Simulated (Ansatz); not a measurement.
```yaml
crystal:
  periodic: [true, true, true]
  atoms:
    - {symbol: C, position_ang: [-1.829934, 0.642469, 0.233595]}
    - {symbol: Ti, position_ang: [0.173921, 0.303712, -0.144377]}
    - {symbol: C, position_ang: [1.046864, -0.327263, 1.619938]}
    - {symbol: C, position_ang: [0.315451, -1.236978, -1.514146]}
    - {symbol: O, position_ang: [0.966890, 1.761212, -0.762065]}
    - {symbol: H, position_ang: [-2.265490, -0.269494, 0.659697]}
    - {symbol: H, position_ang: [-1.969267, 1.462862, 0.945017]}
    - {symbol: H, position_ang: [-2.363269, 0.886247, -0.691354]}
    - {symbol: H, position_ang: [0.943341, 0.431214, 2.403003]}
    - {symbol: H, position_ang: [0.545267, -1.244485, 1.951591]}
    - {symbol: H, position_ang: [2.111274, -0.540655, 1.477652]}
    - {symbol: H, position_ang: [-0.216200, -2.112353, -1.122513]}
    - {symbol: H, position_ang: [1.363037, -1.507322, -1.683742]}
    - {symbol: H, position_ang: [-0.130715, -0.951855, -2.472411]}
    - {symbol: H, position_ang: [1.287029, 2.651989, -0.870387]}
basis:
  gaussian: {orbitals: aug-cc-pVDZ, point_charges: [{charge: -1.00, position_ang: [5.261, 0.094, -0.051]}]}
hamiltonian: {xc: {name: r2SCAN}, dispersion: d3bj}
output: {forces: true}
```

```sh
$ ansatz run in.yaml --threads 4 --pin off --events-out ev --progress --plain --max-ram 11315MiB
```

It prints (some lines left out):

```
Error: YAML parse error: error: line 2 column 3: crystal: missing field `lattice` (a structure is typed as `lattice` and `atoms`, a molecule's as `atoms` in Å alone, or read from a run's directory, `checkpoint`)
 --> <input>:2:3
1 | crystal:
2 |   periodic: [true, true, true]
3 |   atoms:
4 |     - {symbol: C, position_ang: [-1.829934, 0.642469, 0.233595]}
```

Something in this input is off. What?

The molecule is marked periodic without a cell. The input was rejected before any iteration.
